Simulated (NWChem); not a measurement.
Correlation energy of H₃B

```xyz
4

B      0.0000     0.0000     0.0000
H      0.0000     0.0000     1.2044
H     -1.0430     0.0000    -0.6022
H      1.0430     0.0000    -0.6022
```
Charge 0, spin multiplicity 1.

All runs are NWChem calculations. All single points use one geometry, from B3LYP/def2-SVP, a minimum by its harmonic frequencies.

Basis set: def2-QZVP. Each correlation energy counts from its own Hartree-Fock reference.

The correlated methods keep 1 core orbital frozen. The structure started from a generated list of species. Coupled-cluster values serve here as a point of comparison, not as the truth.

Problem. One of these methods gave a correlation energy of -120.0 mHa. Which?
A) CCSD
B) SCS-MP2
C) MP2
D) CR-CCSD[T]

Solution. C, MP2. The others give -133.9 (SCS-MP2), -142.7 (CR-CCSD[T]), -140.1 (CCSD).
